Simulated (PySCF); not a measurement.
## Two-component Hartree-Fock for Re²⁺ (rhenium, charge +2)

Start: [Xe] 4f14 5d5; 5d5/2 filled at m_j = -3/2, -1/2, +1/2, +3/2, +5/2. Calculated with PySCF 2.14 in x2c-TZVPall-2c with one added diffuse shell each of s, p, d type (12s12p11d2f, 117 functions): generalised Hartree-Fock with the X2C-1e Hamiltonian and a Gaussian nucleus; spin-orbit coupling (SO) screened by Boettger's factors. This is a chosen level, not necessarily the ground level.

```
spinor shell  electrons  ε, screened SO (eV)  weight of nominal j (screened SO)  rms radius, screened SO (bohr)
       1s1/2          2             -72061.6                              1.000                          0.0204
       2s1/2          2             -12648.2                              1.000                          0.0824
       2p1/2          2             -12081.5                              1.000                          0.0700
       2p3/2          4             -10636.2                              1.000                          0.0775
       3s1/2          2              -3003.5                              1.000                           0.210
       3p1/2          2              -2751.1                              1.000                           0.202
       3p3/2          4              -2432.0                              1.000                           0.217
       3d3/2          4              -2013.0                              1.000                           0.192
       4s1/2          2              -672.59                              1.000                           0.469
       4p1/2          2              -566.10                              1.000                           0.476
       4p3/2          4              -490.75                              1.000                           0.509
       4d3/2          4              -315.48                              0.999                           0.531
       4d5/2          6              -301.02                              0.999                           0.543
       5s1/2          2              -116.77                              1.000                            1.12
       5p1/2          2              -83.513                              0.917                            1.24
       4f5/2          6              -77.737                              0.981                           0.637
       4f7/2          8              -75.104                              0.986                           0.638
       5p3/2          4              -69.575                              0.958                            1.32
       5d5/2          5              -28.255                              0.518                            1.89
```

Q: Where does 3d5/2 lie, and what is the 3d spin-orbit splitting (screened SO)?

A: At -1944.2 eV, 68.821 eV above 3d3/2.

```json
{"quantity": "E (hartree)", "screened SO": "-16699.91371"}
{"quantity": "M_J", "screened SO": "5/2"}
{"quantity": "⟨J²⟩", "screened SO": "8.757"}
{"quantity": "⟨L²⟩", "screened SO": "0.242"}
{"quantity": "⟨S²⟩", "screened SO": "8.636"}
```

Each row is a mean over spinors that exchange with the open shell spreads, by up to 8.535 eV (5p3/2).

Rows whose weight is well below 1 are mixtures of j = l ± 1/2: exchange outweighs spin-orbit coupling there, and the label is only the starting occupation.

Breit and QED terms are absent; they matter most for the inner s and p1/2 levels.

Densities and radii are taken from the X2C orbitals without a picture-change correction, which distorts them close to the nucleus.
